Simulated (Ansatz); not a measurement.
HI2InO, SMILES [I][In]([OH])[I].

Geometry: PBE-D3(BJ)/def2-SVP. The structure was generated by enumeration; whether it is a known compound was not checked. The def2 effective core potentials stand for the cores of I, In; spin–orbit coupling is left out. Other conformers were not sampled.

Two levels are set side by side: PBE/def2-SVPD (Ansatz, an electronic-structure program) and CAM-B3LYP/def2-SVPD (Ansatz). Energy differences of separate SCF runs at the same geometry; the states with an electron removed or added have multiplicity 2 and 2. Differences are taken from unrounded values.

```json
[
 {"quantity": "vertical ionisation energy (eV)", "PBE": "9.32"},
 {"quantity": "vertical electron affinity (eV)", "PBE": "1.59"},
 {"quantity": "vertical singlet–triplet gap (eV)", "PBE": "3.06"}
]
```

Question: These are the PBE values. What does CAM-B3LYP give? (The exact figures need the calculation; the answer reports its results.)

Answer: 
```
quantity                           CAM-B3LYP  PBE minus CAM-B3LYP
---------------------------------  ---------  -------------------
vertical ionisation energy (eV)         9.99                -0.68
vertical electron affinity (eV)         1.59                 0.00
vertical singlet–triplet gap (eV)       3.66                -0.60
```
